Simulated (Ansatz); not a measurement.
Ansatz results at the PBE0-D4/def2-TZVP geometry: HOMO–LUMO gap (ωB97M-V/def2-TZVPP) 9.16 eV; HOMO energy (ωB97M-V/def2-TZVPP) -9.79 eV; HOMO energy (B3LYP/def2-TZVPP) -7.48 eV.

Each molecule was computed in one conformer, which needn't be the lowest.

Which molecule gave them?
A. `F[CH]1[CH2][Al]1[SiH3]`
B. `C=C(F)[SiH2][AlH2]`
C. `[CH3][Al]1[CH2][SiH]1F`
D. `F/[C]([AlH2])=C\[SiH3]`

B. The others give `F/[C]([AlH2])=C\[SiH3]`: 9.64, -10.05, -7.63; `F[CH]1[CH2][Al]1[SiH3]`: 7.91, -8.24, -5.92; `[CH3][Al]1[CH2][SiH]1F`: 8.19, -8.08, -5.94.

B3LYP here is the variant with VWN-RPA as its local correlation; programs differ in this.
